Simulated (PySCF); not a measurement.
CH12O2Si5.
Numbering: `[CH3:1][O:2][Si@@H:3]1[SiH2:4][SiH2:5][SiH2:6][Si@H:7]1[OH:8]`

Geometry (GFN2-xTB, Å), atoms numbered from 1 in this order:
```
atom  x, y, z in Å
C1     3.025    0.035    0.724
O2     1.857   -0.671    0.473
Si3    0.993   -0.635   -0.925
Si4    0.219    1.560   -1.238
Si5   -1.629    1.783    0.192
Si6   -2.238   -0.362    0.919
Si7   -0.826   -1.855   -0.209
O8    -1.480   -2.134   -1.695
H9     3.837   -0.321    0.085
H10    2.882    1.103    0.537
H11    3.304   -0.113    1.768
H12    1.875   -1.119   -2.011
H13   -0.171    1.829   -2.629
H14    1.224    2.609   -0.978
H15   -2.743    2.489   -0.460
H16   -1.322    2.669    1.327
H17   -2.137   -0.477    2.381
H18   -3.671   -0.620    0.677
H19   -0.691   -3.169    0.450
H20   -2.312   -2.587   -1.800
```

Probes without a nucleus sit at each ring's centroid and 1 Å off its mean plane on both sides; NICS is minus the shielding there, NICSzz its component along the normal. Level: GIAO PBE0/pcSseg-1 (PySCF, non-relativistic, gas phase) on the GFN2-xTB geometry, one conformer.

Ring bond lengths (Å), with Mayer bond orders in brackets: Si3–Si4 2.348 (0.86), Si4–Si5 2.347 (0.85), Si5–Si6 2.346 (0.85), Si6–Si7 2.345 (0.86), Si7–Si3 2.304 (0.91).

What do the NICS probes read (ppm)?

```tsv
ring	type	NICS(0)	NICS(1), two faces	NICS(1)zz, two faces	rms pucker (Å)	centre to ring atoms, mean (Å)
Si3–Si4–Si5–Si6–Si7	5-membered ring with 5 Si; formal bonds all single	-0.3	-1.1 / -1.5	2.1 / 1.7	0.19	1.97
```

What do they say, and how far can they be read as aromaticity?

- Si3–Si4–Si5–Si6–Si7: mean NICS(1)zz 1.9 ppm, near zero. Si3, Si4, Si5, Si6, Si7 have four or more neighbours, so the value isn't read as a sign of a π ring current.

At the second NICS(1) probe listed for ring Si3–Si4–Si5–Si6–Si7, 1 Å off the ring, how large is the induced field along the normal in 11.7 T applied along it?

NICSzz × B0 = 1.7 ppm × 11.7 T = 20 μT, along the applied field.
